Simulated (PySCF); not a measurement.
PySCF input for Bi(H)2(NMe2) (C2H8BiN), SMILES C[N](C)[BiH2], TDDFT-ωB97X/def2-SVPD. Geometry optimised at B3LYP-D3(BJ)/def2-SVP. The structure was generated by enumeration; whether it is a known compound was not checked. The def2 effective core potentials stand for the cores of Bi; spin–orbit coupling is left out.

```python
import numpy as np
from pyscf import gto, scf, dft, tdscf

mol = gto.M(
    atom='''
    Bi   -0.39003515   -0.35100348    0.32137940
    H     0.35377748   -1.79840974   -0.51902454
    H    -1.67004203   -0.29280591   -0.95598830
    N     0.79275208    1.18726263   -0.70489562
    C     0.94863688    1.02979353   -2.13506071
    C     2.04637148    1.48970442   -0.04373307
    H     1.39222734    1.95009726   -2.56421725
    H     1.60987707    0.18312129   -2.43119176
    H    -0.02764309    0.87567950   -2.61940533
    H     2.84393451    0.72513933   -0.19105590
    H     2.45153972    2.44608179   -0.42855463
    H     1.89993144    1.61655895    1.04197910
    ''',
    basis='def2-SVPD',
    ecp={'Bi': 'def2-svp'},
    charge=0,
    spin=0,
    max_memory=1600,
    verbose=4,
)
mf = dft.RKS(mol, xc='wb97x').density_fit(auxbasis='def2-universal-jkfit')
mf.grids.level = 3
mf.conv_tol = 1e-9
mf.max_cycle = 100
mf.kernel()
mf.grids = dft.Grids(mol).set(level=1).build(with_non0tab=True)  # coarser grid for the response kernel
td = tdscf.TDDFT(mf)
td.singlet = True
td.nstates = 10
td.conv_tol = 1e-4
td.positive_eig_threshold = 1e-6
td.kernel(x0=td.get_init_guess(mf, 15))
td.analyze()
tt = tdscf.TDA(mf)
tt.singlet = False
tt.nstates = 4
tt.conv_tol = 1e-4
tt.positive_eig_threshold = 1e-6
tt.kernel(x0=tt.get_init_guess(mf, 9))
tt.analyze(verbose=3)
```

Log of the run:

```
PySCF version 2.14.0

[INPUT] verbose = 4
[INPUT] num. atoms = 12
[INPUT] num. electrons = 50
[INPUT] charge = 0
[INPUT] spin (= nelec alpha-beta = 2S) = 0
[INPUT] symmetry False subgroup None
[INPUT] Mole.unit = angstrom
[INPUT] Symbol           X                Y                Z      unit          X                Y                Z       unit  Magmom
[INPUT]  1 Bi    -0.390035150000  -0.351003480000   0.321379400000 AA   -0.737059612454  -0.663300445969   0.607319048077 Bohr   0.0
[INPUT]  2 H      0.353777480000  -1.798409740000  -0.519024540000 AA    0.668542546239  -3.398501868350  -0.980814232528 Bohr   0.0
[INPUT]  3 H     -1.670042030000  -0.292805910000  -0.955988300000 AA   -3.155922053213  -0.553322977554  -1.806556065289 Bohr   0.0
[INPUT]  4 N      0.792752080000   1.187262630000  -0.704895620000 AA    1.498084315879   2.243601208631  -1.332059668205 Bohr   0.0
[INPUT]  5 C      0.948636880000   1.029793530000  -2.135060710000 AA    1.792663894862   1.946027736549  -4.034680001219 Bohr   0.0
[INPUT]  6 C      2.046371480000   1.489704420000  -0.043733070000 AA    3.867081646321   2.815133360354  -0.082643524886 Bohr   0.0
[INPUT]  7 H      1.392227340000   1.950097260000  -2.564217250000 AA    2.630928375732   3.685149737665  -4.845668326385 Bohr   0.0
[INPUT]  8 H      1.609877070000   0.183121290000  -2.431191760000 AA    3.042226756517   0.346049085677  -4.594286582699 Bohr   0.0
[INPUT]  9 H     -0.027643090000   0.875679500000  -2.619405330000 AA   -0.052237869337   1.654794427896  -4.949958682926 Bohr   0.0
[INPUT] 10 H      2.843934510000   0.725139330000  -0.191055900000 AA    5.374257340099   1.370314735851  -0.361043325482 Bohr   0.0
[INPUT] 11 H      2.451539720000   2.446081790000  -0.428554630000 AA    4.632738654293   4.622424661386  -0.809850880114 Bohr   0.0
[INPUT] 12 H      1.899931440000   1.616558950000   1.041979100000 AA    3.590350077051   3.054853679714   1.969055126521 Bohr   0.0

nuclear repulsion = 204.125750314113
number of shells = 68
number of NR pGTOs = 237
number of NR cGTOs = 156
basis = def2-SVPD
ecp = {'Bi': 'def2-svp'}


[settings echo left out]
init E= -323.113439595425
  HOMO = -0.592483666944815  LUMO = -0.522500175447753  gap/eV = 1.90435
cycle= 1 E= -348.868441093552  delta_E= -25.8  |g|= 2.05  |ddm|= 15.2
  HOMO = -0.00891251000728133  LUMO = 0.0160023618977938  gap/eV = 0.67797
cycle= 2 E= -349.437480817265  delta_E= -0.569  |g|= 1.86  |ddm|= 12.1
  HOMO = -0.23712934806224  LUMO = 0.0364554375743253  gap/eV = 7.44462
cycle= 3 E= -350.254845927952  delta_E= -0.817  |g|= 0.162  |ddm|= 6.33
  HOMO = -0.323740095055246  LUMO = 0.0259280569361415  gap/eV = 9.51496
cycle= 4 E= -350.264654038289  delta_E= -0.00981  |g|= 0.143  |ddm|= 0.707
  HOMO = -0.300609060689466  LUMO = 0.035766463079721  gap/eV = 9.15324
cycle= 5 E= -350.269937137187  delta_E= -0.00528  |g|= 0.0283  |ddm|= 0.199
  HOMO = -0.305760912219167  LUMO = 0.0369140353935027  gap/eV = 9.32466
cycle= 6 E= -350.270880847283  delta_E= -0.000944  |g|= 0.015  |ddm|= 0.132
  HOMO = -0.306028764172069  LUMO = 0.0372959956825021  gap/eV = 9.34234
cycle= 7 E= -350.271086047399  delta_E= -0.000205  |g|= 0.00522  |ddm|= 0.0571
  HOMO = -0.305671689702031  LUMO = 0.037212183521655  gap/eV = 9.33035
cycle= 8 E= -350.271131369584  delta_E= -4.53e-05  |g|= 0.00123  |ddm|= 0.033
  HOMO = -0.305564619614858  LUMO = 0.0371418150238867  gap/eV = 9.32552
cycle= 9 E= -350.271133495384  delta_E= -2.13e-06  |g|= 0.000447  |ddm|= 0.0073
  HOMO = -0.305614315198911  LUMO = 0.0371213572460665  gap/eV = 9.32631
cycle= 10 E= -350.271133608006  delta_E= -1.13e-07  |g|= 0.000135  |ddm|= 0.00145
  HOMO = -0.305620843311461  LUMO = 0.0371202451688131  gap/eV = 9.32646
cycle= 11 E= -350.271133619552  delta_E= -1.15e-08  |g|= 3.85e-05  |ddm|= 0.000465
  HOMO = -0.305627217215205  LUMO = 0.0371166022357858  gap/eV = 9.32653
cycle= 12 E= -350.271133620763  delta_E= -1.21e-09  |g|= 9.34e-06  |ddm|= 0.000171
  HOMO = -0.305626419252393  LUMO = 0.0371167487487885  gap/eV = 9.32652
cycle= 13 E= -350.27113362085  delta_E= -8.67e-11  |g|= 3e-06  |ddm|= 5.29e-05
  HOMO = -0.305626822306653  LUMO = 0.0371164049341246  gap/eV = 9.32652
Extra cycle  E= -350.271133620857  delta_E= -7.28e-12  |g|= 1.45e-06  |ddm|= 1.17e-05
converged SCF energy = -350.271133620857
tot grids = 44016
Overwritten attributes  positive_eig_threshold  of <class 'pyscf.tdscf.rks.TDDFT'>


******** <class 'pyscf.tdscf.rks.TDDFT'> for <class 'pyscf.df.df_jk.DFRKS'> ********
nstates = 10 singlet
deg_eia_thresh = 1.000e-03
wfnsym = None
conv_tol = 0.0001
eigh lindep = 1e-12
eigh level_shift = 0
eigh max_cycle = 100


Excitation energies (eV)
[4.37742693 5.5066132  5.52663683 5.76981373 6.41466503 6.62681616
 6.91512662 7.05764576 7.53256682 7.54608309]

** Singlet excitation energies and oscillator strengths **
Excited State   1:      4.37743 eV    283.24 nm  f=0.0325
      25 -> 26       -0.67648
      25 -> 34        0.11055
Excited State   2:      5.50661 eV    225.16 nm  f=0.0138
      25 -> 27        0.49535
      25 -> 28       -0.47267
Excited State   3:      5.52664 eV    224.34 nm  f=0.0113
      24 -> 26        0.55042
      25 -> 27       -0.23902
      25 -> 28       -0.34142
Excited State   4:      5.76981 eV    214.88 nm  f=0.1072
      23 -> 26        0.12289
      24 -> 26       -0.39255
      25 -> 27       -0.39412
      25 -> 28       -0.36422
Excited State   5:      6.41467 eV    193.28 nm  f=0.1405
      23 -> 26        0.12728
      24 -> 27        0.64900
      24 -> 28       -0.18436
Excited State   6:      6.62682 eV    187.09 nm  f=0.1203
      22 -> 26       -0.11015
      23 -> 26       -0.20382
      24 -> 27        0.21241
      24 -> 28        0.58938
      25 -> 29        0.10929
Excited State   7:      6.91513 eV    179.29 nm  f=0.0016
      24 -> 28        0.13122
      25 -> 29       -0.64390
      25 -> 31        0.10259
      25 -> 35       -0.10496
Excited State   8:      7.05765 eV    175.67 nm  f=0.0431
      22 -> 26       -0.43670
      23 -> 26       -0.44208
      23 -> 28       -0.12003
      24 -> 28       -0.22015
Excited State   9:      7.53257 eV    164.60 nm  f=0.1679
      22 -> 26        0.39077
      22 -> 28       -0.11180
      23 -> 26       -0.36252
      25 -> 30        0.26471
      25 -> 31       -0.26890
Excited State  10:      7.54608 eV    164.30 nm  f=0.0448
      22 -> 26       -0.21631
      23 -> 26        0.16275
      25 -> 30        0.61907

** Transition electric dipole moments (AU) **
state          X           Y           Z        Dip. S.      Osc.
  1         0.3533      0.3655     -0.2116      0.3032      0.0325
  2        -0.1417      0.2462     -0.1462      0.1021      0.0138
  3         0.2479      0.1314     -0.0679      0.0833      0.0113
  4        -0.5498     -0.6065      0.2973      0.7585      0.1072
  5         0.0515      0.1176      0.9368      0.8942      0.1405
  6        -0.4289      0.6258      0.4070      0.7412      0.1203
  7         0.0764     -0.0316     -0.0532      0.0097      0.0016
  8         0.0460     -0.4624      0.1831      0.2495      0.0431
  9        -0.5959     -0.5895      0.4550      0.9096      0.1679
 10         0.2227      0.4158     -0.1415      0.2425      0.0448

WARN: ECP detected. Skipping calculation of transition velocity and magnetic dipole moments, which have not yet been implemented.

Overwritten attributes  positive_eig_threshold  of <class 'pyscf.tdscf.rks.TDA'>


******** <class 'pyscf.tdscf.rks.TDA'> for <class 'pyscf.df.df_jk.DFRKS'> ********
nstates = 4 triplet
deg_eia_thresh = 1.000e-03
wfnsym = None
conv_tol = 0.0001
eigh lindep = 1e-12
eigh level_shift = 0
eigh max_cycle = 100


Excitation energies (eV)
[3.8335174  4.89005333 5.2856165  5.40292937]

** Triplet excitation energies and oscillator strengths **
Excited State   1:      3.83352 eV    323.42 nm  f=0.0000
Excited State   2:      4.89005 eV    253.54 nm  f=0.0000
Excited State   3:      5.28562 eV    234.57 nm  f=0.0000
Excited State   4:      5.40293 eV    229.48 nm  f=0.0000
```

The calculation finished and met its thresholds.

Cost: about 8 core-minutes (a rough figure).
